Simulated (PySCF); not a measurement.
**La⁵⁵⁺: ionisation energy**

La⁵⁵⁺ 1s2 (1S) → La⁵⁶⁺ 1s1 (2S), as a difference of total energies. All numbers are calculated (PySCF 2.14, the non-relativistic Hamiltonian (point nucleus), in an even-tempered Gaussian basis (15 s from 130 bohr⁻², ratio 2.2; 7 p from 190 bohr⁻², ratio 2.4; 4 d from 580 bohr⁻², ratio 2.4; 3 f from 870 bohr⁻², ratio 2.4; 3 g from 1300 bohr⁻², ratio 2.4)). Correlated levels: nothing frozen; virtual orbitals above 40 to 60 times the deepest correlated orbital energy dropped. The calculations carry no spin-orbit coupling.

| method | ionisation energy (eV) |
| --- | --- |
| UHF | 43238.5 |
| MP2 (all electrons) | 43239.7 |
| SCS-MP2 (all electrons) | 43240.0 |
| CCSD (all electrons) | 43239.7 |

The gap to the reference is mostly relativistic.

With two correlated electrons CCSD is exact in that space.

For comparison: 45145.0 eV (theoretical estimate listed by NIST; NIST Atomic Spectra Database, ionization energies).
